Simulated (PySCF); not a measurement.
Run record: EPR job, `CC(C)S([O])(=O)=O` [radical].

Computed with UKS B3LYP, pcH-1 on C H O S, non-relativistic, mean-field spin-orbit, GIAO (PySCF 2.14.0). Geometry: GFN2-xTB. A driver script takes a list of jobs; this job's settings line and coordinates (Å) are shown.

Input:
```
{"job": {"kind": "epr", "basis": "pcH-1"}, "charge": 0, "multiplicity": 2}
C      0.206909     1.066518    -1.015817
C      0.188154    -0.296456    -0.418788
C      1.201362    -0.618456     0.622556
S     -1.495445    -0.291726     0.600814
O     -2.419094    -0.017614    -0.464777
O     -1.229621     0.767227     1.532214
O     -1.468463    -1.637037     1.104252
H      1.082307     1.175843    -1.662412
H     -0.685199     1.233269    -1.614381
H      0.256695     1.821988    -0.234695
H     -0.028880    -1.102355    -1.114381
H      0.961028    -1.559233     1.111349
H      2.188194    -0.711668     0.160165
H      1.241375     0.169228     1.371736
```

Output:
```
UKS, coarse grid
  cycle   1  E = -741.93496997  |g| = 9.91e-01
  cycle   2  E = -740.84368632  |g| = 1.97e+00
  cycle   3  E = -742.23354649  |g| = 2.65e-01
  cycle   4  E = -742.26923184  |g| = 8.13e-02
  cycle   5  E = -742.27262484  |g| = 1.32e-02
  cycle   6  E = -742.27270925  |g| = 9.21e-03
  cycle   7  E = -742.27272644  |g| = 8.14e-03
  cycle   8  E = -742.27275052  |g| = 2.10e-03
  cycle   9  E = -742.27275321  |g| = 6.08e-04
UKS, final grid
  cycle   1  E = -742.27275337  |g| = 1.23e-03
  cycle   2  E = -742.27275018  |g| = 3.19e-03
  cycle   3  E = -742.27275393  |g| = 2.07e-04
  cycle   4  E = -742.27275395  |g| = 4.53e-05
  cycle   5  E = -742.27275395  |g| = 4.09e-05
  cycle   6  E = -742.27275396  |g| = 2.52e-05
E = -742.27275396 Eh   <S^2> = 0.7538 (exact 0.7500)
g shifts (ppm)      1          2          3
  rmc          -227       -227       -227
  gc              8         33         17
  oz_so        5167       6241       9150
  total        4947       6047       8940
hyperfine (MHz)  atom isotope    a_iso     a_fc   dipolar eigenvalues
    0   13C     -11.67     -11.70     -3.61     -3.07      6.68
    1   13C      56.98      57.06    -40.95    -40.91     81.86
    2   13C     -11.78     -11.82     -3.58     -3.02      6.60
    3   33S     -35.26     -35.42     -2.66     -2.32      4.98
    4   17O      -3.39      -2.49    -56.74     28.14     28.60
    5   17O       0.26       0.99    -45.65     22.57     23.08
    6   17O      -3.58      -2.67    -57.71     28.62     29.09
    7    1H      96.59      96.59     -4.42     -0.75      5.16
    8    1H      10.98      10.97     -4.61     -1.38      5.99
    9    1H      10.18      10.17     -4.22     -1.80      6.02
   10    1H      -4.98      -4.98    -18.48     -2.02     20.51
   11    1H      11.48      11.47     -4.59     -1.39      5.99
   12    1H      95.88      95.88     -4.40     -0.75      5.15
   13    1H       9.69       9.68     -4.19     -1.79      5.98
```

rmc, gc and oz_so are the mass-correction, gauge-correction and orbital-Zeeman/spin–orbit parts of the g shift along its three principal axes; a_iso is the isotropic hyperfine coupling and a_fc its Fermi-contact part. Atoms in this output count from 0.

Problem. How far is ⟨S²⟩ from the pure-spin value?

Solution. S = 0.5 gives S(S+1) = 0.75; the run has 0.7538, 0.0038 more.

Problem. Get g_iso from the total shifts.

Solution. Their mean is 6645 ppm; added to g_e = 2.002319 it gives 2.00896.

Summary of the converged run: ⟨S²⟩ 0.754; g_iso 2.0090.

Isolated species at its GFN2-xTB geometry, gas phase.

On one thread, Arm Neoverse V1, on a shared host, this took 77 s.
Labels such as C1 count atoms from 1, the log's own numbers from 0.
